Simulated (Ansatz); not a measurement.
Input file for CH7ClSSi2, SMILES `S[SiH2][SiH2]CCl`:

```yaml
crystal:
  periodic: [false, false, false]
  atoms:
    - {symbol: S, position_ang: [-1.874868, 1.890649, 1.945115]}
    - {symbol: Si, position_ang: [-0.829491, 0.091374, 1.426959]}
    - {symbol: Si, position_ang: [0.057481, 0.285538, -0.733734]}
    - {symbol: C, position_ang: [1.098651, -1.224058, -1.185150]}
    - {symbol: Cl, position_ang: [1.783553, -1.034511, -2.823646]}
    - {symbol: H, position_ang: [-0.843000, 2.704242, 1.663430]}
    - {symbol: H, position_ang: [0.239187, -0.227642, 2.415040]}
    - {symbol: H, position_ang: [-1.863573, -0.973490, 1.503791]}
    - {symbol: H, position_ang: [0.919891, 1.496767, -0.782193]}
    - {symbol: H, position_ang: [-1.047199, 0.432513, -1.715237]}
    - {symbol: H, position_ang: [0.503548, -2.137957, -1.184549]}
    - {symbol: H, position_ang: [1.933020, -1.358627, -0.496024]}
basis:
  gaussian: {orbitals: def2-TZVPP}
correlation: {method: ccsd_t}
```

```sh
$ ansatz run in.yaml --threads 4 --pin off --events-out ev --progress --plain --max-ram 10444MiB
```

The program prints (abridged):

```
Functional definition: HF
1691 factors; integrals over basis functions are off by at most 1.0e-3 eV
mean field evaluation 1: about -40186.6956 eV, gradient 2.2e1 eV
mean field evaluation 2: about -40187.0319 eV, gradient 2.2e1 eV
mean field evaluation 4: about -40189.2545 eV, gradient 3.2e0 eV
mean field evaluation 8: about -40189.2960 eV, gradient 2.5e-1 eV
mean field -40189.29635037 eV, -1476.9293995927 hartree, gradient 5.3e-6 eV, S^2 0.000000; 0 other end points of the search recorded, 0 dependent functions left out
21 core orbitals not correlated: weight in the atoms' cores, before any rotation towards them, 1.000 or more for the frozen orbitals, at most 0.000 for the correlated occupied ones
reference -40189.29635037 eV, -1476.9293995927 hartree; 16, 16 occupied and 260, 260 virtual orbitals, 1691 factors
second order -21.47578090 eV of doubles, -0.00000000 eV of singles
cycle   1  -22.93261931 eV  change    -1.5e0 eV  update   1.0e-1
cycle   2  -23.57750263 eV  change   -6.4e-1 eV  update   3.2e-2
cycle   3  -23.66179674 eV  change   -8.4e-2 eV  update   1.3e-2
cycle   4  -23.65458626 eV  change    7.2e-3 eV  update   3.6e-3
cycle   5  -23.65284826 eV  change    1.7e-3 eV  update   1.4e-3
cycle   6  -23.65259951 eV  change    2.5e-4 eV  update   4.3e-4
cycle   7  -23.65251483 eV  change    8.5e-5 eV  update   1.6e-4
cycle   8  -23.65253798 eV  change   -2.3e-5 eV  update   5.0e-5
cycle   9  -23.65254846 eV  change   -1.0e-5 eV  update   2.0e-5
perturbative correction -1.00052159 eV, -0.0367684902 hartree
Total energy: -40213.94942042 eV, -1477.8353832066 hartree
```

Run time 3.5 min (4 threads of an Arm Neoverse V2 on a shared host); peak host memory 8.8 GiB.

The correlation energy is -24.653 eV, 4.1 % of it from (T); the T1 diagnostic reads 0.0114.
